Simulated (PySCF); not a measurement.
Computed structure and properties of PmCl3(NH3)

System: PmCl3(NH3) (singlet in the valence; each metal's 4f electrons, 4 of them, lie in its core potential, out of spins and levels); start: template (C3v). Method: PySCF 2.14.0, RKS PBE0, Pm lcecp-1-SVP with ECP50, Cl def2-SVP, N def2-SVP, H def2-SVP; non-relativistic Hamiltonian with scalar-relativistic core potentials where named; density fitting; no spin-orbit coupling.

Input of the relaxation:

```python
mol = gto.M(atom='''
Pm    -0.10466     0.10466    -0.10466
Cl     1.43634     1.64566     1.43634
Cl    -1.64566    -1.43634     1.43634
Cl     1.43634    -1.43634    -1.64566
N     -1.58846     1.58846    -1.58846
H     -2.20166     2.20166    -1.05136
H     -1.05136     2.20166    -2.20166
H     -2.20166     1.05136    -2.20166''',
    basis={'Pm': 'lcecp-1-SVP', 'Cl': 'def2-SVP', 'N': 'def2-SVP', 'H': 'def2-SVP'},
    ecp={'Pm': 'lcecp-1-SVP'},
    charge=0, spin=0)
mf = dft.RKS(mol, xc='PBE0')
mf.grids.atom_grid = (50, 194)  # f atoms: unpruned, at least (60, 302)
mf = mf.density_fit()  # fitting sets: Pm AutoAux, Cl def2-universal-JKFIT, N def2-universal-JKFIT, H def2-universal-JKFIT
mf.conv_tol = 1e-08; mf.max_cycle = 55
mf.kernel(dm0)  # dm0: converged density of the start geometry
# quasi-Newton relaxation in Cartesian coordinates to a largest gradient under 0.00045 Eh/bohr, steps kept in the point group
```

Run from Python with OMP_NUM_THREADS=2; the lines above give its settings. Where DIIS fails, smearing, a level shift and second-order steps follow.
It took 72 s on 2 threads of Arm Neoverse V1, on a shared host, from the converged density of the start.

Course of the relaxation:

```csv
step,energy above end (eV),largest force component within the symmetry (eV/Å)
0,0.4320,1.129
1,0.1975,0.662
2,0.0969,0.199
3,0.0766,0.154
4,0.0254,0.111
5,0.0155,0.103
6,0.0060,0.112
7,0.0029,0.103
8,0.0009,0.061
9,0.0002,0.024
10,0.0000,0.005
```

Relaxed geometry (C3v):

```xyz
8

Pm    0.0398   -0.0398    0.0398
Cl    1.1816    1.9436    1.1816
Cl   -1.9436   -1.1816    1.1816
Cl    1.1816   -1.1816   -1.9436
N    -1.4272    1.4272   -1.4272
H    -2.0372    2.0372   -0.8784
H    -0.8784    2.0372   -2.0372
H    -2.0372    0.8784   -2.0372
```

| contact | Å |
| --- | --- |
| Pm1–Cl2 (Cl) | 2.558 |
| Pm1–Cl3 (Cl) | 2.558 |
| Pm1–Cl4 (Cl) | 2.558 |
| Pm1–N5 (NH3) | 2.541 |

On the finer grid (75, 302):

- HOMO: -8.36 eV
- LUMO: -1.16 eV
- Dipole about the centre of mass: 5.08 D
- Set of Mulliken populations of Pm1 outside the core potential: s 2.25, p 6.39, d 1.44, f 0.06
- D3(BJ) dispersion energy (not in the energies): -0.209 eV

```json
{"atom": "Pm1", "Mulliken (e)": "0.86", "Löwdin (e)": "-0.09", "spin (e)": "0.00"}
{"atom": "Cl2", "Mulliken (e)": "-0.37", "Löwdin (e)": "-0.08", "spin (e)": "0.00"}
{"atom": "Cl3", "Mulliken (e)": "-0.37", "Löwdin (e)": "-0.08", "spin (e)": "0.00"}
{"atom": "Cl4", "Mulliken (e)": "-0.37", "Löwdin (e)": "-0.08", "spin (e)": "0.00"}
{"atom": "N5", "Mulliken (e)": "-0.30", "Löwdin (e)": "-0.01", "spin (e)": "0.00"}
{"atom": "H6", "Mulliken (e)": "0.18", "Löwdin (e)": "0.12", "spin (e)": "0.00"}
{"atom": "H7", "Mulliken (e)": "0.18", "Löwdin (e)": "0.12", "spin (e)": "0.00"}
{"atom": "H8", "Mulliken (e)": "0.18", "Löwdin (e)": "0.12", "spin (e)": "0.00"}
```

The 4f levels lie in the core potential and are missing. Their spin isn't counted.

On the grid (50, 194), as all that follows. Harmonic modes: a minimum within the noise of the softest modes; lowest 54 cm⁻¹ (negative: unstable), highest 3608 cm⁻¹, zero-point energy 1.114 eV.

Taking off one Cl (charge -1, singlet; the rest: singlet) in vacuum, both parts rigid, costs 8.72 eV; the small basis without counterpoise inflates it. Most of it is the attraction of opposite charges; other ways to part are cheaper, and one spin state was tried for the rest.

Rigid scan of Cl along the line from its metal:

distance to Cl2 (Å), energy (eV) and a bar:
```
     2.26      0.730 #######
     2.36      0.285 ###
     2.46      0.063 #
     2.56      0.000 
     2.66      0.048 
     2.76      0.173 ##
     2.96      0.558 #####
     3.26      1.269 ############
     3.66      2.199 #####################
     4.16      3.168 ##############################
```

Taking off one NH3 (charge 0, singlet; the rest: singlet) in vacuum, both parts rigid, costs 1.68 eV; the small basis without counterpoise inflates it.

Rigid scan of NH3 along the line from its metal:

```json
{"distance to N5 (Å)": "2.24", "energy (eV)": "0.372"}
{"distance to N5 (Å)": "2.34", "energy (eV)": "0.143"}
{"distance to N5 (Å)": "2.44", "energy (eV)": "0.031"}
{"distance to N5 (Å)": "2.54", "energy (eV)": "0.000"}
{"distance to N5 (Å)": "2.64", "energy (eV)": "0.023"}
{"distance to N5 (Å)": "2.74", "energy (eV)": "0.081"}
{"distance to N5 (Å)": "2.94", "energy (eV)": "0.253"}
{"distance to N5 (Å)": "3.24", "energy (eV)": "0.543"}
{"distance to N5 (Å)": "3.64", "energy (eV)": "0.875"}
{"distance to N5 (Å)": "4.14", "energy (eV)": "1.163"}
```

One start shape was tried, so this needn't be the lowest isomer.

An lcecp potential fixes the number of 4f electrons, so in runs with it no electron can move into or out of that shell.
